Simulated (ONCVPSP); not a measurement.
## An all-electron radial function and its pseudo partner (argon (Ar))

Columns: radius, all-electron u(r) and pseudo u(r) of the 2p shell (level -259.94 eV) of argon in the configuration [He] 2s2 2p6 3s2 3p4; LDA (Perdew-Wang 92), scalar-relativistic, ONCV scheme, ONCVPSP 4.0.1.

```tsv
r (bohr)	all-electron	pseudo
0.042	0.2276	0.0610
0.085	0.6437	0.2382
0.128	1.0292	0.5029
0.170	1.3078	0.8057
0.212	1.4806	1.1085
0.255	1.5622	1.3762
0.298	1.5690	1.5691
0.340	1.5239	1.6690
0.382	1.4442	1.6792
0.425	1.3408	1.6087
0.467	1.2288	1.4820
0.510	1.1103	1.3176
0.552	0.9960	1.1460
0.595	0.8839	0.9775
0.638	0.7790	0.8281
0.680	0.6847	0.7052
0.722	0.5990	0.6048
0.765	0.5202	0.5206
0.807	0.4516	0.4514
0.850	0.3894	0.3893
0.892	0.3361	0.3359
0.935	0.2883	0.2882
0.977	0.2477	0.2476
1.020	0.2115	0.2114
1.062	0.1810	0.1810
1.105	0.1541	0.1540
```

Problem. How many radial nodes do the two functions have?

Solution. The all-electron 2p function has n − l − 1 = 0; the pseudo-wave has 0.

Problem. At about which radius was the pseudo-wave matched?

Solution. 0.80 bohr, where the columns begin to agree (steps of 0.04 bohr).

Problem. Where does each function peak?

Solution. Outermost all-electron maximum near 0.30 bohr, pseudo maximum near 0.38 bohr (to the table’s step).

Problem. Is the pseudo-wave norm-conserving?

Solution. Yes: the ONCV scheme keeps the norm inside the radius equal to the all-electron one, which fixes the energy derivative of the logarithmic derivative at the level.
